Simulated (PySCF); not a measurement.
# Worked example: chemical shift, span and skew from a shielding tensor

C2H4O, SMILES O[C]C (connectivity only; charge and spin as stated), neutral, multiplicity 1. Atoms are numbered in the order given.

```xyz
7

C      0.1313    -1.1360     0.0000
C     -0.6615     0.1346     0.0000
O      0.1267     1.1740     0.0000
H      0.7837    -1.1579     0.8861
H     -0.4969    -2.0242     0.0000
H      0.7837    -1.1579    -0.8861
H      1.0965     0.9560     0.0000
```

Coordinates come from a r2SCAN-D4/def2-TZVP optimisation. A frequency run showed that this geometry is not a minimum. The values are those of a single conformer.

GIAO shieldings from PBE/pcSseg-2 run with PySCF, non-relativistic, no solvent. The symmetric part of the tensor of C2 has the principal values -926.1, -102.5, 103.5 ppm. The same nucleus in TMS has σ = 181.4 ppm at this level (PySCF, at its B3LYP-D3(BJ)/def2-TZVP geometry).

Work out the isotropic shielding, the ¹³C shift against TMS, the span and the skew.


σ(iso) = (σ11 + σ22 + σ33)/3 = -308.4 ppm. δ = σ(ref) − σ(iso) = 181.4 − (-308.4) = 489.8 ppm.
Span Ω = σ33 − σ11 = 1029.6 ppm. Skew κ = 3(σ(iso) − σ22)/Ω = -0.60. Tumbling in solution averages the tensor to δ; in a static solid the shielding alone would spread this spin-1/2 line over Ω.
